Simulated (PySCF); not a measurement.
**Two-photon absorption: SMILES c1ccc2[se]nnc2c1, C$_{6}$H$_{4}$N$_{2}$Se**

Cartesian coordinates in Å; atom numbers follow the order of the lines, from 1:
```xyz
13

C    -1.5511    1.0463    0.4676
C    -1.8440   -0.3241    0.3517
C    -0.8449   -1.2661    0.1486
C     0.4827   -0.8283    0.0590
Se    2.0595   -1.7586   -0.2012
N     2.9332   -0.0189   -0.1054
N     2.1118    0.8818    0.0745
C     0.7747    0.5529    0.1762
C    -0.2439    1.4926    0.3808
H    -2.3616    1.7601    0.6272
H    -2.8821   -0.6575    0.4230
H    -1.0937   -2.3251    0.0612
H     0.0186    2.5483    0.4663
```

Level of theory: TDDFT CAM-B3LYP/aug-cc-pVDZ excited states, vertical, gas phase in PySCF. Geometry: PBE0-D3(BJ)/def2-SVP.

The calculation is non-relativistic, which matters for the atoms heavier than Zn.

Q: Give the one- and two-photon strengths of the lowest singlets.

A: δ for parallel linear polarisation; σ at the peak of a Lorentzian of half width 0.1 eV, single beam; Ω is circular over linear.
| state | E (eV) | f | photon λ (nm) | δ (au) | σ (GM) | Ω | main |
| --- | --- | --- | --- | --- | --- | --- | --- |
| S1 | 3.64 | 0.001 | 681 | 0.23 | 0.00 | 1.50 | HOMO−1→LUMO 0.92 |
| S2 | 4.08 | 0.016 | 608 | 11.2 | 0.07 | 0.91 | HOMO→LUMO 0.78, HOMO−1→LUMO+1 0.14 |
| S3 | 4.30 | 0.000 | 577 | 1.16 | 0.01 | 1.50 | HOMO→LUMO+1 0.83 |
| S4 | 5.07 | 0.060 | 489 | 109 | 1.02 | 0.60 | HOMO−2→LUMO 0.42, HOMO→LUMO+2 0.20 |
| S5 | 5.35 | 0.058 | 463 | 48.3 | 0.51 | 1.40 | HOMO−1→LUMO+1 0.27, HOMO−2→LUMO 0.25 |
| S6 | 5.70 | 0.000 | 435 | 2.35 | 0.03 | 1.50 | HOMO−2→LUMO+1 0.88 |
